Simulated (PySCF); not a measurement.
## Structure from NMR data

Molecular formula: C$_{7}$H$_{11}$F. Simulated spectra:

1H NMR (500 MHz, computed): δ 1.97 (m, 2H), 1.90 (m, 2H), 1.86 (m, 1H), 1.61 (m, 2H), 1.45 (m, 2H), 1.41 (m, 2H).

13C{1H} NMR (computed): δ 106.0 (C), 43.0 (CH2), 35.9 (CH), 35.5 (CH2), 32.2 (CH2).

Computed data (PySCF 2.14.0 with density-fitted response routines): σ from GIAO-PBE0/pcSseg-1, GFN2-xTB geometry. Gas phase, non-relativistic Hamiltonian, single conformer, rapidly exchanging positions averaged.

Shifts are taken against calculated references (same method and geometry level): 1H (σ = 31.72 ppm), 13C (σ = 186.93 ppm) vs TMS.

Propose a structure and justify it.

## Answers


- The formula gives 2 degrees of unsaturation (2 rings in the answer).
- 5 carbon signals for 7 carbons: some carbons are equivalent by symmetry or fast rotation.
- Carbon types of the structure: 1 × C, 1 × CH, 5 × CH2, which accounts for all hydrogens.
- δC 106.0: fully substituted sp3 carbon bonded to F; pulled downfield by the heteroatom.
- δC 43.0, 35.5, 32.2: sp3 CH2 in a ring; saturated and bonded to C and H only.
- δC 35.9: sp3 CH in a ring; saturated and bonded to C and H only.
- δH 1.97, 1.90, 1.61, 1.45, 1.41: hydrogen on an sp3 CH2 in a ring.
- δH 1.86: hydrogen on an sp3 CH in a ring; far from electronegative atoms and π systems.

The compound is 1-fluorobicyclo[2.2.1]heptane (SMILES F[C@]12CC[C@H](CC1)C2).

The data come from this structure; uniqueness wasn't tested.

Splittings by 19F in the carbon and heteronuclear signals aren't shown, as no couplings were computed. Shifts are as computed. Against solution values, carbons near 30 ppm lie about +3 ppm off and those near 130 ppm about +5 ppm. Of 1211 compounds with measured shifts, 218 miss one by over three times the rms of a fit or turn the order of signals round; such compounds aren't used in these exercises. No couplings were computed; multiplicities are counted from neighbouring protons, with m where these are inequivalent, close in shift, in a saturated or five-membered ring or joined by F or P, and br s for small geminal =CH2 splittings.
